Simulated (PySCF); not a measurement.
These are PBE0-D3(BJ)/def2-TZVP // PBE0-D3(BJ)/def2-SVP (PySCF 2.14.0) values and carry that method's errors. Gas-phase values, no solvent. One relaxed conformer stands for a flexible species; it need not be the lowest. Delta-SCF ions had no search for a lower state. Excitations are Tamm–Dancoff values on a coarser integration grid. The basis has no diffuse functions, so Rydberg states are missing or too high.

Reference species (SMILES): `B[C@@]12CC[C@@H](C1)[C@@H](S)C2` (neutral, multiplicity 1).

```json
{
  "vertical ionisation energy (Delta-SCF)": "8.71 eV",
  "T1 excitation (TDA)": "4.50 eV",
  "HOMO–LUMO gap": "5.33 eV",
  "LUMO": "-1.35 eV"
}
```

After one change: the vertical ionisation energy (Delta-SCF) goes up by 0.11 eV; the T1 excitation (TDA) increases by 0.09 eV; the HOMO–LUMO gap rises by 0.25 eV; the LUMO rises by 0.14 eV.

Question: What was changed between the two runs? The new species is one of these.
A) `B[C@@H]1[C@@H]2CC[C@@H](C2)[C@H]1S`
B) `B[C@@H]1C[C@@H]2CC[C@H]1[C@@H]2S`
C) `B[C@@H]1C[C@@]2(S)CC[C@@H]1C2`
D) `B[C@]12CC[C@H](CC1)[C@@H]2S`

Answer: B, `B[C@@H]1C[C@@H]2CC[C@H]1[C@@H]2S`
